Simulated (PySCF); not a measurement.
CH$_{2}$BFSi, AlBH$_{4}$N (calculated)

Computed with PySCF 2.14.0. Calculation on a computer-drawn molecule: the log of a Hartree-Fock and frozen-core CCSD(T) single point meant for a local Hartree-Fock minimum, with one planted fault or none, to be diagnosed. Offsets are logged minus clean, where the clean run is the same molecule without the fault. The reference is restricted for singlets and unrestricted otherwise, and also for a bond in bohr or an excited solution. Adding or removing an electron swaps singlet and doublet. The excited solution moves the top pair (singlet) or top alpha electron (doublet) to the lowest empty orbital. Highest occupied and lowest empty are orbital energies over both spins, largest force is the largest gradient component, triples share is (T) over the correlation energy, the T1 limit is 0.02 restricted and 0.045 unrestricted, electrons count all cores, a negative frequency is imaginary (commonest isotopes), and the dipole is about the centre of nuclear charge.

Common to all runs: meant charge 0; meant basis cc-pV(D+d)Z; logged SCF converged yes; logged SCF stable within its kind no; possible faults no fault, one electron removed, one electron added, multiplicity raised by two, geometry at a saddle point, SCF held on an excited solution, minimal basis STO-3G, one bond length entered in bohr, all coordinates scaled.

```json
{"entry": 1, "formula": "CH2BFSi", "logged_structure": {"atoms_angstrom": [["C", 0.2566, 1.0698, 1.1264], ["B", 1.1669, 0.3718, 0.3351], ["Si", 2.5778, -0.6684, -0.7049], ["F", 1.837, -0.5787, -2.1605], ["H", -0.6566, 1.4977, 0.724], ["H", 0.417, 1.2207, 2.1901]]}, "given": {"meant_multiplicity": 1, "logged_electrons": 36, "logged_basis_functions": 75, "logged_spin_squared": 0.0, "logged_highest_occupied [eV]": -4.4799, "logged_lowest_empty [eV]": -4.2341, "logged_largest_force [hartree/bohr]": 0.18616, "logged_CC_converged": "no", "logged_dipole_magnitude [debye]": 10.228, "logged_energy_HF [hartree]": -451.67123, "drawn_bonds_atom": [1, 2, 3, 1, 1], "drawn_bonds_other_atom": [2, 3, 4, 5, 6], "drawn_bonds_order": [2, 1, 1, 1, 1]}, "results": {"planted_fault": "SCF held on an excited solution", "HF_energy_offset_from_clean_run [kcal/mol]": 231.7}, "notes": ["CCSD not converged"]}
{"entry": 2, "formula": "AlBH4N", "logged_structure": {"atoms_angstrom": [["B", -0.2686, -0.7319, -0.5587], ["N", -0.1439, -0.9209, 0.8315], ["Al", -0.4923, 0.2962, 2.1274], ["H", -0.6428, 0.3353, -0.9775], ["H", -0.0077, -1.6181, -1.3317], ["H", 0.1731, -1.836, 1.1042], ["H", -0.2561, -0.2139, 3.6181]]}, "given": {"meant_multiplicity": 2, "logged_electrons": 29, "logged_basis_functions": 71, "logged_spin_squared": 0.878, "logged_highest_occupied [eV]": -5.4961, "logged_lowest_empty [eV]": -1.5301, "logged_largest_force [hartree/bohr]": 0.030855, "logged_dipole_magnitude [debye]": 1.6004, "logged_energy_HF [hartree]": -323.30746, "drawn_bonds_atom": [1, 2, 1, 1, 2, 3], "drawn_bonds_other_atom": [2, 3, 4, 5, 6, 7], "drawn_bonds_order": [1, 1, 1, 1, 1, 1]}, "results": {"planted_fault": "SCF held on an excited solution", "HF_energy_offset_from_clean_run [kcal/mol]": 66.35}, "notes": ["coupled-cluster numbers left out as unreliable"]}
```
